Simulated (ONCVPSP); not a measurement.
What one change does to a pseudopotential (scandium, ONCV)

* Element: scandium (Sc)
* Generator: ONCVPSP 4.0.1
* Type: optimised norm-conserving Vanderbilt (ONCV)
* Functional: PBE
* Relativity: scalar-relativistic
* Frozen core: [Ne]
* Valence charge: 11
* Reference configuration: 3s2 3p6 3d1 4s2
* Partial waves: 3s+4s: rc 1.50 bohr, ncon 4, nbas 7, qcut 8.2 1/bohr, 2 projectors; 3p: rc 1.50 bohr, ncon 4, nbas 8, qcut 8.4 1/bohr, 2 projectors, debl 2.1 Ha; 3d: rc 2.60 bohr, ncon 3, nbas 7, qcut 6.2 1/bohr, 2 projectors, debl 2.2 Ha; f scattering state at 0.15 Ha: rc 2.50 bohr, ncon 4, nbas 8, qcut 4.1 1/bohr, 2 projectors, debl 3.1 Ha
* Local potential: polynomial inside 1.40 bohr (lpopt 5, dvloc0 0 Ha)
* Core correction: Teter function, fcfact 2.75, rcfact 1.35

Change: d: qcut 4.2.

Cutoffs: the cutoffs (Ha) at which the residual kinetic energy of the hardest occupied pseudo-wave falls to 1 and 0.1 mHa per electron; they do not see the model core or the augmentation charge, which bear on the density cutoff. Errors are all-electron minus pseudo energies relative to the spin-unpolarised reference configuration.

Q: What does the change do?

A: The potential gets harder (23 Ha and 28 Ha → 23 Ha and 37 Ha); of the 3 tests that both files solve, the error grows in 3 and shrinks in 0 by more than 15 % and 0.3 meV (median size 1.3 → 5.3 meV); neither file shows a bound ghost.

| quantity | base | changed |
| --- | --- | --- |
| cutoff, loose | 23 Ha | 23 Ha |
| cutoff, tight | 28 Ha | 37 Ha |
| loose cutoff by channel | s 23 Ha, p 17 Ha, d 14 Ha | s 23 Ha, p 17 Ha, d 12 Ha |
| bound ghosts | none | none |
| GHOST(+) flags under 300 eV | f at 85.2 eV | f at 85.2 eV |
| tests with a reliable result | 3 of 4 | 3 of 4 |
| error for 3s2 3p6 3d1 4s1, meV [ΔE 6.90 eV] | -0.6 | -2.8 |
| error for 3s2 3p6 3d1 4s0, meV [ΔE 19.66 eV] | -7.8 | -30 |
| error for 3s2 3p6 3d1 4s0 4p2, meV [ΔE 5.67 eV] | -1.3 | -5.3 |
| s: phases at 1.52 bohr within 0.05 rad from the reference energy up to (Ha; the scan ends near 5) | to the end of the scan | to the end of the scan |
| p: phases at 1.52 bohr within 0.05 rad from the reference energy up to (Ha; the scan ends near 5) | to the end of the scan | to the end of the scan |
| d: phases at 2.64 bohr within 0.05 rad from the reference energy up to (Ha; the scan ends near 5) | 0.7 | 0.5 |
| f: phases at 2.53 bohr within 0.05 rad from the reference energy up to (Ha; the scan ends near 5) | 3.0 | 3.0 |
| rms error of d²Exc/dni dnj with the model core, mHa | 1.28 | 3.09 |
